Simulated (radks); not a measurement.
Task: The mean radii <r> (bohr) of the occupied orbitals of an atom or ion are listed with their occupations. Calculated with a radial shooting solver on a logarithmic mesh with Libxc functionals: scalar-relativistic Kohn-Sham, PW91, spin-polarised, spherical densities, point nucleus.

| orbital | occ. | <r> |
|---|---|---|
| 1s up | 1 | 0.04194 |

Name the element and its charge. Open shells, if any, are filled with parallel spins first.

Result: Z = 35, bromine, charge +34: Br34+ in 1s1. The 1s radius gives Z: for a bare nucleus <r> = (2 gamma + 1)/(2Z) with gamma = sqrt(1 - (Z/c)^2), 0.04191 bohr for Z = 35, and the self-interaction of the functional makes it slightly larger (0.04194 here). The occupations add up to 1, and the charge is Z minus that.
